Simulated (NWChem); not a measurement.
Species: CH3BaFO; SMILES [F][Ba][O]C

```xyz
7

Ba     0.3466     0.4838     0.0000
F     -1.5182     1.7384     0.0000
O      0.0005    -1.7857     0.0000
C     -0.5787    -3.0298     0.0000
H     -0.2926    -3.6395    -0.8864
H     -0.2926    -3.6395     0.8864
H     -1.6916    -2.9970     0.0000
```
Atoms are numbered in this order, from 1.

Computed with NWChem. All runs use the structure optimised with PBE0/def2-SVP. def2 effective core potentials on Ba; no spin-orbit coupling. Level SCAN/def2-SVP: energy and gradient on several grids; changes count from the extra-fine grid, which is no exact limit either.

| grid | size of the energy change (μHa) | largest change of a gradient component (μHa/bohr) | time, medium = 1 (rough) |
|---|---|---|---|
| xcoarse | 20000 | 8000 | about 1 |
| coarse | 4000 | 1000 | about 1 |
| medium | 400 | 700 | about 1 |
| fine | 1000 | 300 | about 1 |
| xfine | < 10 | < 30 | 3 |
